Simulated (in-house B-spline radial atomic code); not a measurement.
# Ionising the mercury ion Hg²⁺ with different functionals

Computed with a radial B-spline atomic code at the basis-set limit: four-component Dirac-Coulomb Hamiltonian, Fermi nucleus of rms radius 5.4648 fm, spin-restricted, spherical fractional occupations for the functionals, and exact exchange of hybrids averaged over the configuration. The ionisation energy is the difference of two self-consistent energies, [Xe] 4f14 5d10 → [Xe] 4f14 5d9, without Breit or QED terms; ε is the level of the shell that loses the electron (mean over j). The electron is taken from both j subshells in proportion to 2j + 1, so the result is a j average, not the step between ground levels.

| method | rung | ΔSCF (eV) | -ε(5d) (eV) |
| --- | --- | --- | --- |
| B3LYP | global hybrid | 35.46 | 30.35 |
| wB97X | range-separated hybrid | 35.14 | 33.10 |
| HSE06 | range-separated hybrid | 35.35 | 30.24 |
| LC-wPBE | range-separated hybrid | 35.23 | 33.42 |

Task: Among the functionals, which spreads more, the ΔSCF values or the orbital energies?

Result: The orbital energies: ΔSCF values span about 0.31 eV and the orbital energies 3.18 eV; here energy differences depend much less on the functional than eigenvalues do.

Task: How do they compare with the NIST value?

Result: NIST lists 34.49 eV ± 0.05 (measured, ground level to ground level). Errors run from +0.65 to +0.97 eV. The correlated functionals all miss on the same side by more than they spread, so the cause is common to them (Breit-QED terms, spin polarisation, the choice among j levels, multiplet and fine-structure energies, or a listed next ion that isn't the cheapest removal here) and closeness doesn't rank the functionals.
